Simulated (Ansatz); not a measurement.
A nudged elastic band was laid between two geometries of C$_{2}$H$_{6}$BNSi (11 atoms, charge 0, multiplicity 1).

The calculation used RKS PBE0-D4/STO-3G in Ansatz 0.2.0.

```json
{
  "movable images": "9",
  "climbing image": "yes",
  "spring": "5.0 eV/Å²",
  "optimiser": "quadratic models (default)",
  "start path": "through a guess of the saddle point",
  "force threshold": "0.2 eV/Å",
  "iteration limit": "60",
  "end points": "relaxed"
}
```

Image 0:

```xyz
11
Properties=species:S:1:pos:R:3
B 0.121 0.873 1.945
N -0.590 0.037 1.086
C -0.242 -0.279 -0.258
C -0.704 -1.022 -1.268
Si 0.811 -0.152 -1.707
H -0.285 1.039 3.029
H 1.101 1.380 1.555
H -1.467 -0.432 1.405
H -1.540 -1.691 -1.472
H 0.781 1.029 -2.538
H 2.081 -0.838 -1.756
```

Image 10:

```xyz
11
Properties=species:S:1:pos:R:3
B -0.684 0.367 2.057
N 0.234 0.573 1.027
C 0.191 0.004 -0.282
C -0.586 -0.826 -0.984
Si 0.817 -0.246 -1.948
H -0.503 0.913 3.077
H -1.599 -0.336 1.874
H 1.055 1.198 1.175
H -1.499 -1.404 -0.843
H 0.670 0.784 -2.951
H 1.970 -1.083 -2.182
```

Task: What changes between the two ends?

Result: No bond is made or broken. The dihedral B1–N2–C3–C4 goes from 179 to 0°.

Task: Give the energies along the band, and the barrier.

Result: The forces met the threshold. The highest image is number 5 of 0 to 10, 0.30 eV above the first end and 0.24 eV above the last; the last end lies 0.06 eV above the first. The threshold of 0.2 eV/Å is loose, so the images may lie well off the minimum-energy path. Another band between the same ends (9 images) ends at a top of the same energy, where a vibrational analysis finds 1 clearly imaginary mode. Limits of this set-up: minimal basis.

```tsv
image	path coordinate (Å)	energy (eV)	dihedral B1–N2–C3–C4 (°)
0	0.00	0.00	179
1	0.60	0.03	-162
2	1.21	0.10	-144
3	1.81	0.20	-127
4	2.42	0.27	-108
5	3.02	0.30	-90
6	3.65	0.27	-71
7	4.28	0.20	-53
8	4.91	0.12	-34
9	5.55	0.07	-17
10	6.18	0.06	0
```

Task: What is the geometry of the highest image?

Result: 
```xyz
11
Properties=species:S:1:pos:R:3
B -0.329 1.031 1.882
N -0.140 -0.174 1.223
C -0.014 -0.356 -0.208
C -0.797 -0.582 -1.261
Si 0.939 -0.417 -1.739
H -0.405 1.020 3.049
H -0.406 2.017 1.259
H -0.046 -1.066 1.755
H -1.860 -0.728 -1.467
H 1.413 0.786 -2.382
H 1.710 -1.587 -2.091
```

The run took 2 min on 1 thread of Intel(R) Xeon(R) Platinum 8488C (Sapphire Rapids) (shared host), peak memory 0.2 GiB.
